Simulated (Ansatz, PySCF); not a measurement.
C2H5NOSi, SMILES N#CC[SiH2]O.

Coordinates come from a B3LYP-D3(BJ)/def2-SVP optimisation. This is a generated structure with no PubChem entry under its InChIKey; it may be hypothetical. One conformer was computed; it need not be the lowest.

Vertical ionisation energy (IE) and electron affinity (EA) in eV. Rows of orbital energies are one-electron estimates. Where ΔSCF, EOM or ADC give a negative EA the extra electron is unbound and the value depends on the basis.

```
level                                                                        IE     EA
------------------------------------------------------------------------  -----  -----
−ε(HOMO), −ε(LUMO), HF/def2-TZVP (PySCF)                                    ___    ___
−ε(HOMO), −ε(LUMO), PBE/def2-TZVP (PySCF)                                  7.56   1.16
ΔSCF, CAM-B3LYP/def2-SVPD (Ansatz), final states of multiplicity 2 and 2  11.29  -1.03
ΔSCF, PBE/def2-SVPD (Ansatz), final states of multiplicity 2 and 2        10.56  -0.78
```

**Question.** Some entries are withheld; supply them. (The exact figures need the calculation; the answer reports its results.)

**Answer.** 
- −ε(HOMO), −ε(LUMO), HF/def2-TZVP (PySCF), IE: 11.86
- −ε(HOMO), −ε(LUMO), HF/def2-TZVP (PySCF), EA: -2.63

**Question.** What vertical singlet–triplet gap does ΔSCF give with CAM-B3LYP/def2-SVPD (Ansatz, an electronic-structure program) and with PBE/def2-SVPD (Ansatz)? (The exact figures need the calculation; the answer reports its results.)

**Answer.** 7.21 and 6.28 eV (triplet above singlet where positive).
